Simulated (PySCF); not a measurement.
C₂H₉N₃Si, SMILES C/C=N/[SiH](N)N.

Coordinates come from a PBE0-D3(BJ)/def2-SVP optimisation. The structure was generated by enumeration; whether it is a known compound was not checked. One conformer was computed; it need not be the lowest.

Level of theory: PySCF with TDA-LC-ωPBE/def2-SVPD.

Vertical excitations. The molecule is in vacuum.

Computed excitation energies, oscillator strengths and character:
```csv
state,energy (eV),λ (nm),f,main pairs
S1,4.43,280,0.000,HOMO→LUMO 91 %
S2,7.31,170,0.048,"HOMO−1→LUMO+1 40 %, HOMO−1→LUMO 18 %, HOMO−1→LUMO+3 17 %, HOMO−1→LUMO+2 14 %"
S3,7.40,168,0.092,"HOMO→LUMO+1 23 %, HOMO−2→LUMO+1 21 %, HOMO−2→LUMO+3 15 %, HOMO−2→LUMO 12 %"
S4,7.57,164,0.003,"HOMO→LUMO+1 34 %, HOMO→LUMO+2 20 %, HOMO→LUMO+4 12 %, HOMO−1→LUMO 11 %"
S5,7.72,161,0.007,HOMO−1→LUMO 59 %
S6,7.93,156,0.023,HOMO→LUMO+3 61 %
S7,8.10,153,0.256,HOMO−2→LUMO 60 %
S8,8.36,148,0.098,"HOMO→LUMO+4 23 %, HOMO→LUMO+1 20 %, HOMO→LUMO+2 15 %, HOMO−2→LUMO+1 12 %"
S9,8.58,144,0.128,"HOMO−3→LUMO 40 %, HOMO→LUMO+2 21 %, HOMO→LUMO+4 15 %"
S10,8.63,144,0.285,"HOMO→LUMO+4 25 %, HOMO−3→LUMO 22 %, HOMO→LUMO+2 12 %, HOMO→LUMO+5 8 %"
T1,3.76,330,0,HOMO→LUMO 89 %
T2,5.00,248,0,"HOMO−3→LUMO 71 %, HOMO−2→LUMO 13 %"
T3,6.82,182,0,"HOMO−1→LUMO+1 36 %, HOMO−1→LUMO+3 22 %, HOMO−1→LUMO+2 14 %, HOMO−1→LUMO 13 %"
T4,6.96,178,0,"HOMO−2→LUMO+1 23 %, HOMO−2→LUMO+3 17 %, HOMO→LUMO+1 12 %, HOMO−2→LUMO 11 %"
```
Triplets are in the Tamm–Dancoff approximation.
Roots above 8.6 eV, the ΔSCF ionisation energy, lie in the ionisation continuum and depend on the basis.
